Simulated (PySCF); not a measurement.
## Adding and removing an electron: PbN

ROHF; PySCF, scalar-relativistic core potentials, basis sets Pb def2-SVP with ECP60, N def2-SVP. Neutral (ROHF): doublet (π ↑), Re = 2.005 Å, ωe = 744 cm⁻¹, De = -1.71 eV, HOMO -8.09 eV, LUMO 0.25 eV.

PbN⁺ (ROHF): triplet (π ↑↑), Re = 2.223 Å, ωe = 523 cm⁻¹. The energies at the minima are -246.09973 hartree for PbN and -245.89720 for PbN⁺.

Work out the adiabatic ionisation energy, without and with harmonic zero-point energies (1 hartree = 27.2114 eV, 1 eV = 8065.5 cm⁻¹), and the change of the bond length.

At ROHF: 0.20253 hartree = 5.511 eV between the minima; the zero-point term (523.0 − 744.0)/2 cm⁻¹ = -0.014 eV makes it 5.497 eV. Re changes by +21.8 pm against the neutral. The electron leaves a π orbital; in so polar a molecule the change of length follows mostly from the change of the ionic charges.

Spin–orbit coupling is left out, which matters for elements this heavy, above all for dissociation energies. UHF is strongly spin-contaminated for PbN, so the ROHF reference used there is far from stable. Hartree–Fock leaves out correlation, which carries a large part of most bond energies and some tenths to 1 eV of ionisation energies. A negative De means that the minimum lies above the separated atoms at that level. States were picked by a PBE0 search and need not be the measured ground states.
